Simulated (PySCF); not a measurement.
TlI, SMILES [I][Tl]. Atoms are numbered in the order given.

```xyz
2

Tl     0.0000     0.0000    -1.1376
I      0.0000     0.0000     1.7386
```
Charge 0, spin multiplicity 1.

Geometry optimised at B3LYP-D3(BJ)/def2-TZVP. The def2 effective core potentials stand for the cores of I, Tl; spin–orbit coupling is left out.

These are IEF-PCM-M06-2X/def2-SVP run with PySCF values and carry that method's errors.

The values are the electrostatic part of the solvation free energy, E(continuum) − E(gas) at the gas-phase geometry, in a cavity of scaled van der Waals radii (PySCF's table); cavitation and dispersion terms are not included. A continuum can't describe solvent molecules that bind to the metal. In vacuum the orbital gap is 6.44 eV. The dipole moment in vacuum is 5.31 D.

Problem. Estimate the values in water (ε = 78.36), dichloromethane (ε = 8.93), 2-propanol (ε = 19.26). (The exact figures need the calculation; the answer reports its results.)

Solution. 
```csv
solvent,ε,ΔG(elec) (kcal/mol),dipole (D),gap (eV)
water,78.36,-10.9,8.15,7.15
dichloromethane,8.93,-9.2,7.71,7.03
2-propanol,19.26,-10.2,7.97,7.10
```
